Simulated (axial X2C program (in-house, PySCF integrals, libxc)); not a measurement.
# Worked dissociation energy of TeSe⁺: HF, without spin–orbit coupling

Calculated with an axial X2C code built on PySCF integrals. Spin-free means the one-electron spin-free X2C Hamiltonian. Basis: Te dyall-cv3z [11s12p8d4f1g], Se dyall-cv3z [8s9p6d4f1g] (cores contracted in-house); Gaussian nuclei, density fitting, unrestricted open shells. Masses: Te 129.906 u, Se 79.917 u.

Molecular state: M_S = 1/2, Λ = 1 (beyond evenly filled blocks: π+α).

```
E(Te+) (2M_S = 3, M_L = 0) : -6790.663864 hartree
E(Se) (2M_S = 2, M_L = 0)  : -2428.147847 hartree
E(TeSe⁺) at Re             : -9218.821347 hartree
ωe                         : 413.6 cm⁻¹
ωexe                       : 0.594 cm⁻¹
```

(1) Work out De and D0.

The state is one determinant whose occupation by symmetry is held fixed; it was picked as the lowest of a PBE0 search that is not exhaustive. De is counted from the lowest determinant-based energies of the atoms at the same level, without counterpoise correction. The stretched end of a curve changes character and is left out. Spin-free De lacks the spin–orbit lowering of the heavy p-block atom, a tenth of an eV or more for 4p and 5p, up to an eV for 6p and one to two eV for 7p atoms, less what an open-shell molecule gains itself.

Hartree–Fock lacks correlation and underbinds, often by eV.

Each atomic determinant is the lowest at this level and need not be a pure term. Totals compare only within one Hamiltonian and basis.

Results:

(1) De = -6790.663864 + (-2428.147847) − (-9218.821347) = 0.00964 hartree = 0.262 eV. The zero-point energy is ωe/2 − ωexe/4 = 207 cm⁻¹ = 0.026 eV, so D0 = 0.237 eV.
